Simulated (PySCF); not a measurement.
ethylene glycol (C₂H₆O₂), singlet, geometry from GFN2-xTB; CASSCF(2,3)/STO-3G in PySCF.

Input for PySCF:
```python
from pyscf import gto, scf, mcscf
import numpy

mol = gto.Mole()
mol.atom = '''
    O     1.384809   -0.517034    0.019250
    C     0.635935    0.662577   -0.204111
    C    -0.809625    0.239536   -0.469119
    O    -1.376895   -0.389674    0.648036
    H     2.300861   -0.283917    0.196144
    H     0.670049    1.312065    0.680837
    H     1.022253    1.215379   -1.070379
    H    -1.422416    1.117698   -0.681426
    H    -0.824646   -0.431236   -1.339736
    H    -0.767273   -1.089004    0.915651
'''
mol.basis = 'sto-3g'
mol.charge = 0
mol.spin = 0
mol.verbose = 4
mol.build()

mf = scf.RHF(mol)
mf.kernel()
mc = mcscf.CASSCF(mf, 3, 2)
mc.kernel()
occ = numpy.linalg.eigvalsh(mc.fcisolver.make_rdm1(mc.ci, mc.ncas, mc.nelecas))[::-1]
ss = mc.fcisolver.spin_square(mc.ci, mc.ncas, mc.nelecas)[0]
print('natural occupations', occ.round(4), ' <S^2>', round(ss, 4))
```

The log (banner, timings and long lists left out):

```
PySCF version 2.14.0

[INPUT] verbose = 4
[INPUT] num. atoms = 10
[INPUT] num. electrons = 34
[INPUT] charge = 0
[INPUT] spin (= nelec alpha-beta = 2S) = 0
[INPUT] symmetry False subgroup None
[INPUT] Mole.unit = angstrom
[INPUT] Symbol           X                Y                Z      unit          X                Y                Z       unit  Magmom
[...]
nuclear repulsion = 133.379714160581
number of shells = 18
number of NR pGTOs = 78
number of NR cGTOs = 26
basis = sto-3g
ecp = {}

******** <class 'pyscf.scf.hf.RHF'> ********
method = RHF
initial guess = minao
damping factor = 0
level_shift factor = 0
DIIS = <class 'pyscf.scf.diis.CDIIS'>
diis_start_cycle = 1
diis_space = 8
diis_damp = 0
SCF conv_tol = 1e-09
SCF conv_tol_grad = None
SCF max_cycles = 50
direct_scf = True
direct_scf_tol = 1e-13
Set gradient conv threshold to 3.16228e-05
Initial guess from minao.
init E= -226.504538461913
[...]
cycle= 1 E= -225.840439415441  delta_E= 0.664  |g|= 0.561  |ddm|= 3.68
[...]
cycle= 2 E= -225.950198494531  delta_E= -0.11  |g|= 0.136  |ddm|= 0.891
[...]
cycle= 3 E= -225.955912429888  delta_E= -0.00571  |g|= 0.0251  |ddm|= 0.191
[...]
cycle= 4 E= -225.956243805184  delta_E= -0.000331  |g|= 0.00372  |ddm|= 0.0554
[...]
cycle= 5 E= -225.956250985866  delta_E= -7.18e-06  |g|= 0.000697  |ddm|= 0.00829
[...]
cycle= 6 E= -225.956251291554  delta_E= -3.06e-07  |g|= 6.97e-05  |ddm|= 0.00184
[...]
cycle= 7 E= -225.956251294365  delta_E= -2.81e-09  |g|= 1.76e-05  |ddm|= 0.000151
[...]
cycle= 8 E= -225.956251294559  delta_E= -1.94e-10  |g|= 4.16e-06  |ddm|= 4.34e-05
[...]
Extra cycle  E= -225.956251294569  delta_E= -1.04e-11  |g|= 1.69e-06  |ddm|= 8.11e-06
converged SCF energy = -225.956251294569

******** <class 'pyscf.mcscf.mc1step.CASSCF'> ********
CAS (1e+1e, 3o), ncore = 16, nvir = 7
max_cycle_macro = 50
max_cycle_micro = 4
conv_tol = 1e-07
conv_tol_grad = None
orbital rotation max_stepsize = 0.02
orbital rotation threshold for CI restart = 0.01
augmented hessian ah_max_cycle = 30
augmented hessian ah_conv_tol = 1e-12
augmented hessian ah_linear dependence = 1e-14
augmented hessian ah_level shift = 1e-08
augmented hessian ah_start_tol = 2.5
augmented hessian ah_start_cycle = 3
augmented hessian ah_grad_trust_region = 3
kf_trust_region = 3
kf_interval = 4
ci_response_space = 4
ci_grad_trust_region = 3
with_dep4 0
natorb = False
canonicalization = True
sorting_mo_energy = False
ao2mo_level = 2
internal_rotation = False
******** <class 'pyscf.fci.direct_spin1.FCISolver'> ********
max. cycles = 50
conv_tol = 1e-08
davidson only = False
linear dependence = 1e-12
level shift = 0.001
max iter space = 12
nroots = 1
pspace_size = 400
spin = None
CASCI E = -225.956789126360  S^2 = 0.0000000
Set conv_tol_grad to 0.000316228
macro iter   1 (  7 JK    2 micro), CASSCF E = -225.956882289336  dE = -9.31629760e-05  S^2 = 0.0000000
               |grad[o]|=0.00177  |grad[c]|=0.0104  |ddm|=0.000756  |maxRot[o]|=0.0699
macro iter   2 (  7 JK    2 micro), CASSCF E = -225.957133511035  dE = -2.51221699e-04  S^2 = 0.0000000
               |grad[o]|=0.00192  |grad[c]|=0.014  |ddm|=0.00069  |maxRot[o]|=0.0697
macro iter   3 ( 21 JK    4 micro), CASSCF E = -225.958530588329  dE = -1.39707729e-03  S^2 = 0.0000000
               |grad[o]|=0.00234  |grad[c]|=0.106  |ddm|=0.00534  |maxRot[o]|=0.163
macro iter   4 ( 21 JK    4 micro), CASSCF E = -225.962903607439  dE = -4.37301911e-03  S^2 = 0.0000000
               |grad[o]|=0.00473  |grad[c]|=0.0379  |ddm|=0.00856  |maxRot[o]|=0.198
macro iter   5 ( 21 JK    4 micro), CASSCF E = -225.963758148903  dE = -8.54541464e-04  S^2 = 0.0000000
               |grad[o]|=0.0112  |grad[c]|=0.0311  |ddm|=0.013  |maxRot[o]|= 0.03
macro iter   6 ( 21 JK    4 micro), CASSCF E = -225.964472124308  dE = -7.13975405e-04  S^2 = 0.0000000
               |grad[o]|=0.0104  |grad[c]|=0.0313  |ddm|=0.0148  |maxRot[o]|=0.0276
macro iter   7 ( 21 JK    4 micro), CASSCF E = -225.964897995552  dE = -4.25871244e-04  S^2 = 0.0000000
               |grad[o]|=0.00979  |grad[c]|=0.0311  |ddm|=0.0151  |maxRot[o]|=0.0269
macro iter   8 ( 21 JK    4 micro), CASSCF E = -225.965236814231  dE = -3.38818679e-04  S^2 = 0.0000000
               |grad[o]|=0.00949  |grad[c]|=0.0307  |ddm|=0.0147  |maxRot[o]|=0.0269
macro iter   9 ( 21 JK    4 micro), CASSCF E = -225.965521329498  dE = -2.84515267e-04  S^2 = 0.0000000
               |grad[o]|=0.00936  |grad[c]|=0.0302  |ddm|=0.0141  |maxRot[o]|=0.0257
macro iter  10 ( 21 JK    4 micro), CASSCF E = -225.965768714123  dE = -2.47384625e-04  S^2 = 0.0000000
               |grad[o]|=0.00933  |grad[c]|=0.0296  |ddm|=0.0136  |maxRot[o]|=0.0234
macro iter  11 ( 21 JK    4 micro), CASSCF E = -225.965999182875  dE = -2.30468752e-04  S^2 = 0.0000000
               |grad[o]|=0.00936  |grad[c]|=0.0293  |ddm|=0.0132  |maxRot[o]|=0.0205
macro iter  12 ( 21 JK    4 micro), CASSCF E = -225.966235658832  dE = -2.36475957e-04  S^2 = 0.0000000
               |grad[o]|=0.00941  |grad[c]|=0.0293  |ddm|=0.0131  |maxRot[o]|=0.0168
macro iter  13 ( 21 JK    4 micro), CASSCF E = -225.966490450568  dE = -2.54791736e-04  S^2 = 0.0000000
               |grad[o]|=0.00949  |grad[c]|=0.0294  |ddm|=0.013  |maxRot[o]|=0.0126
macro iter  14 ( 21 JK    4 micro), CASSCF E = -225.966768676570  dE = -2.78226003e-04  S^2 = 0.0000000
               |grad[o]|=0.00959  |grad[c]|=0.0297  |ddm|=0.0129  |maxRot[o]|=0.0129
macro iter  15 ( 21 JK    4 micro), CASSCF E = -225.967066965778  dE = -2.98289208e-04  S^2 = 0.0000000
               |grad[o]|=0.00969  |grad[c]|=0.0299  |ddm|=0.0129  |maxRot[o]|=0.0134
macro iter  16 ( 21 JK    4 micro), CASSCF E = -225.967372536853  dE = -3.05571075e-04  S^2 = 0.0000000
               |grad[o]|=0.00977  |grad[c]|= 0.03  |ddm|=0.0127  |maxRot[o]|=0.0138
macro iter  17 ( 21 JK    4 micro), CASSCF E = -225.967682173676  dE = -3.09636822e-04  S^2 = 0.0000000
               |grad[o]|=0.00983  |grad[c]|= 0.03  |ddm|=0.0126  |maxRot[o]|=0.014
macro iter  18 ( 21 JK    4 micro), CASSCF E = -225.967989043003  dE = -3.06869327e-04  S^2 = 0.0000000
               |grad[o]|=0.00985  |grad[c]|=0.0299  |ddm|=0.0125  |maxRot[o]|=0.0142
macro iter  19 ( 21 JK    4 micro), CASSCF E = -225.968281992666  dE = -2.92949664e-04  S^2 = 0.0000000
               |grad[o]|=0.00985  |grad[c]|=0.0297  |ddm|=0.0123  |maxRot[o]|=0.0143
macro iter  20 ( 21 JK    4 micro), CASSCF E = -225.968552026754  dE = -2.70034088e-04  S^2 = 0.0000000
               |grad[o]|=0.00982  |grad[c]|=0.0294  |ddm|=0.0122  |maxRot[o]|=0.0145
macro iter  21 ( 21 JK    4 micro), CASSCF E = -225.968829864750  dE = -2.77837995e-04  S^2 = 0.0000000
               |grad[o]|=0.00977  |grad[c]|=0.029  |ddm|=0.012  |maxRot[o]|=0.0153
macro iter  22 ( 21 JK    4 micro), CASSCF E = -225.969119327107  dE = -2.89462357e-04  S^2 = 0.0000000
               |grad[o]|=0.00968  |grad[c]|=0.0283  |ddm|=0.0116  |maxRot[o]|=0.0164
macro iter  23 ( 21 JK    4 micro), CASSCF E = -225.969412591223  dE = -2.93264116e-04  S^2 = 0.0000000
               |grad[o]|=0.00955  |grad[c]|=0.0275  |ddm|=0.0113  |maxRot[o]|=0.0175
macro iter  24 ( 21 JK    4 micro), CASSCF E = -225.969703853409  dE = -2.91262186e-04  S^2 = 0.0000000
               |grad[o]|=0.00937  |grad[c]|=0.0266  |ddm|=0.0109  |maxRot[o]|=0.0186
macro iter  25 ( 21 JK    4 micro), CASSCF E = -225.969986343672  dE = -2.82490264e-04  S^2 = 0.0000000
               |grad[o]|=0.00918  |grad[c]|=0.0257  |ddm|=0.0105  |maxRot[o]|=0.0195
macro iter  26 ( 21 JK    4 micro), CASSCF E = -225.970252917937  dE = -2.66574265e-04  S^2 = 0.0000000
               |grad[o]|=0.00897  |grad[c]|=0.0248  |ddm|=0.0101  |maxRot[o]|=0.0201
macro iter  27 ( 21 JK    4 micro), CASSCF E = -225.970496691648  dE = -2.43773711e-04  S^2 = 0.0000000
               |grad[o]|=0.00875  |grad[c]|=0.0239  |ddm|=0.00975  |maxRot[o]|=0.0203
macro iter  28 ( 21 JK    4 micro), CASSCF E = -225.970711905597  dE = -2.15213949e-04  S^2 = 0.0000000
               |grad[o]|=0.00854  |grad[c]|=0.023  |ddm|=0.0094  |maxRot[o]|=0.0202
macro iter  29 ( 21 JK    4 micro), CASSCF E = -225.970894667099  dE = -1.82761501e-04  S^2 = 0.0000000
               |grad[o]|=0.00834  |grad[c]|=0.0222  |ddm|=0.00907  |maxRot[o]|=0.0197
macro iter  30 ( 21 JK    4 micro), CASSCF E = -225.971043348969  dE = -1.48681870e-04  S^2 = 0.0000000
               |grad[o]|=0.00816  |grad[c]|=0.0214  |ddm|=0.00878  |maxRot[o]|=0.0189
macro iter  31 ( 21 JK    4 micro), CASSCF E = -225.971158860817  dE = -1.15511849e-04  S^2 = 0.0000000
               |grad[o]|=0.008  |grad[c]|=0.0207  |ddm|=0.00853  |maxRot[o]|=0.0178
macro iter  32 ( 21 JK    4 micro), CASSCF E = -225.971244145080  dE = -8.52842631e-05  S^2 = 0.0000000
               |grad[o]|=0.00787  |grad[c]|=0.0201  |ddm|=0.00831  |maxRot[o]|=0.0167
macro iter  33 ( 21 JK    4 micro), CASSCF E = -225.971302644135  dE = -5.84990550e-05  S^2 = 0.0000000
               |grad[o]|=0.00777  |grad[c]|=0.0195  |ddm|=0.00813  |maxRot[o]|=0.0156
macro iter  34 ( 21 JK    4 micro), CASSCF E = -225.971337606291  dE = -3.49621561e-05  S^2 = 0.0000000
               |grad[o]|=0.00768  |grad[c]|=0.0191  |ddm|=0.008  |maxRot[o]|=0.0145
macro iter  35 ( 21 JK    4 micro), CASSCF E = -225.971352311415  dE = -1.47051235e-05  S^2 = 0.0000000
               |grad[o]|=0.00761  |grad[c]|=0.0188  |ddm|=0.00794  |maxRot[o]|=0.0134
macro iter  36 ( 21 JK    4 micro), CASSCF E = -225.971350283261  dE =  2.02815428e-06  S^2 = 0.0000000
               |grad[o]|=0.00755  |grad[c]|=0.0186  |ddm|=0.00794  |maxRot[o]|=0.0121
macro iter  37 ( 21 JK    4 micro), CASSCF E = -225.972524849013  dE = -1.17456575e-03  S^2 = 0.0000000
               |grad[o]|=0.0075  |grad[c]|=0.0132  |ddm|=0.00683  |maxRot[o]|=0.0479
macro iter  38 ( 21 JK    4 micro), CASSCF E = -225.974403016335  dE = -1.87816732e-03  S^2 = 0.0000000
               |grad[o]|=0.0073  |grad[c]|=0.00707  |ddm|=0.00257  |maxRot[o]|=0.0873
macro iter  39 ( 18 JK    4 micro), CASSCF E = -225.974743587631  dE = -3.40571296e-04  S^2 = 0.0000000
               |grad[o]|=0.00563  |grad[c]|=0.0139  |ddm|=0.00323  |maxRot[o]|=0.0276
macro iter  40 ( 21 JK    4 micro), CASSCF E = -225.975319218050  dE = -5.75630419e-04  S^2 = 0.0000000
               |grad[o]|=0.00459  |grad[c]|=0.0106  |ddm|=0.00416  |maxRot[o]|=0.183
macro iter  41 ( 21 JK    4 micro), CASSCF E = -225.975655921334  dE = -3.36703285e-04  S^2 = 0.0000000
               |grad[o]|=0.00275  |grad[c]|=0.00354  |ddm|=0.00307  |maxRot[o]|=0.267
macro iter  42 ( 19 JK    4 micro), CASSCF E = -225.975755388671  dE = -9.94673366e-05  S^2 = 0.0000000
               |grad[o]|=0.00137  |grad[c]|=0.00188  |ddm|=0.00406  |maxRot[o]|=0.155
macro iter  43 ( 16 JK    4 micro), CASSCF E = -225.975763646934  dE = -8.25826316e-06  S^2 = 0.0000000
               |grad[o]|=0.000735  |grad[c]|=0.000176  |ddm|=0.000223  |maxRot[o]|=0.0653
macro iter  44 (  7 JK    1 micro), CASSCF E = -225.975763717968  dE = -7.10343784e-08  S^2 = 0.0000000
               |grad[o]|=5.75e-05  |grad[c]|=7.21e-05  |ddm|=2.95e-05  |maxRot[o]|=0.00355
1-step CASSCF converged in  44 macro (872 JK 169 micro) steps
CASSCF canonicalization
Density matrix diagonal elements [1.97659962 0.01030428 0.01309611]
CASSCF energy = -225.975763717968
CASCI E = -225.975763717968  E(CI) = -1.93329620002822  S^2 = 0.0000000
natural occupations [1.9768e+00 2.3000e-02 3.0000e-04]  <S^2> 0.0
```
